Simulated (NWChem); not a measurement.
System: SnHI3; SMILES [I][SnH]([I])[I]

Input file for NWChem:

```
start job
memory heap 200 mb stack 900 mb global 1100 mb
geometry units angstroms noautoz
  Sn     0.000000     0.000000     0.681274
  I     -0.421679     2.516997    -0.230342
  I     -1.968944    -1.623683    -0.230342
  I      2.390623    -0.893314    -0.230342
  H      0.000000     0.000000     2.409515
end
basis spherical
  Sn library def2-tzvpp
  I library def2-tzvpp
  H library def2-tzvpp
end
ecp
  Sn library def2-ecp
  I library def2-ecp
end
dft
  xc hfexch
  iterations 150
  semidirect filesize 400000000
  mulliken
end
task dft energy
```

The geometry was optimised at PBE-D3(BJ)/def2-SVP. No frequency run checked for a minimum. def2 effective core potentials on Sn, I; no spin-orbit coupling.

### Question
Give the results of this calculation. (Hartree-Fock/def2-TZVPP with def2 effective core potentials on Sn, I.) Quantities: basis functions; energy (Ha); highest occupied level (eV); orbital gap (eV); dipole (D).

### Answer
```json
{
  "number_of_basis_functions": "214",
  "energy (Ha)": "-1104.06",
  "highest occupied level (eV)": "-10.29",
  "orbital gap (eV)": "10.20",
  "dipole (D)": "1.20"
}
```
